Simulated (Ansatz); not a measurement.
Relaxation of CH₉AsSi₂ (13 atoms, charge 0, multiplicity 1), to a largest force component of 0.015 eV/Å in at most 40 steps.

These are results of RKS B3LYP-D4/def2-SVP (Ansatz), not measurements.

```xyz
13
Properties=species:S:1:pos:R:3:forces:R:3
C -1.381 0.413 1.466 -2.19 2.18 -1.23
Si -0.699 -0.968 0.495 -0.27 -0.80 0.75
Si 1.237 -0.339 -0.372 1.78 0.06 0.67
As 1.024 1.506 -1.743 -1.46 0.77 -0.65
H -0.738 0.739 2.256 0.67 0.28 0.85
H -1.578 1.338 0.774 0.37 -1.41 1.11
H -2.379 0.153 1.886 0.36 0.08 0.00
H -1.567 -1.323 -0.603 -0.72 -0.37 -0.66
H -0.495 -2.096 1.435 0.00 -0.38 -0.03
H 2.188 0.021 0.757 -0.18 -0.17 -0.26
H 1.829 -1.449 -1.117 0.35 -0.41 -0.37
H 1.880 2.386 -0.871 0.04 0.29 0.33
H -0.391 1.904 -1.058 1.25 -0.10 -0.50
```

Problem. Where does it end, and by what steps?

Solution. The forces met the threshold. The force dipped under the threshold on the way, but the program's further checks kept it going. After 24 steps the energy has fallen by 0.516 eV; H13 moved furthest, 1.12 Å.

| step | energy less start (eV) | largest force component (eV/Å) | accepted |
| --- | --- | --- | --- |
| 0 | 0.0000 | 2.189 | yes |
| 1 | -0.4343 | 0.977 | yes |
| 2 | -0.4779 | 0.175 | yes |
| 3 | -0.4862 | 0.077 | yes |
| 4 | -0.4879 | 0.010 | yes |
| 5 | -0.4893 | 0.088 | yes |
| 6 | -0.4902 | 0.098 | yes |
| 7 | -0.4916 | 0.146 | yes |
| 8 | -0.4940 | 0.177 | yes |
| 9 | -0.4948 | 0.248 | yes |
| 10 | -0.4884 | 0.530 | no |
| 11 | -0.5027 | 0.087 | yes |
| 12 | -0.5068 | 0.024 | yes |
| 13 | -0.5089 | 0.153 | yes |
| 14 | -0.5098 | 0.151 | yes |
| 15 | -0.5127 | 0.022 | yes |
| 16 | -0.5136 | 0.035 | yes |
| 17 | -0.5138 | 0.119 | yes |
| 18 | -0.5145 | 0.043 | yes |
| 19 | -0.5152 | 0.008 | yes |
| 20 | -0.5157 | 0.023 | yes |
| 21 | -0.5153 | 0.097 | no |
| 22 | -0.5161 | 0.016 | yes |
| 23 | -0.5162 | 0.019 | yes |
| 24 | -0.5163 | 0.013 | yes |

```xyz
13
Properties=species:S:1:pos:R:3
C -1.630 0.350 1.509
Si -0.741 -1.042 0.583
Si 1.277 -0.253 -0.333
As 0.755 1.612 -1.753
H -1.006 0.736 2.331
H -1.861 1.188 0.832
H -2.578 -0.011 1.939
H -1.600 -1.547 -0.532
H -0.467 -2.186 1.507
H 2.241 0.124 0.746
H 1.923 -1.294 -1.190
H 2.203 2.108 -1.779
H 0.413 2.500 -0.553
```

Run time: 82 s on 2 threads of Arm Neoverse V2, on a shared host, peak memory 0.34 GiB.
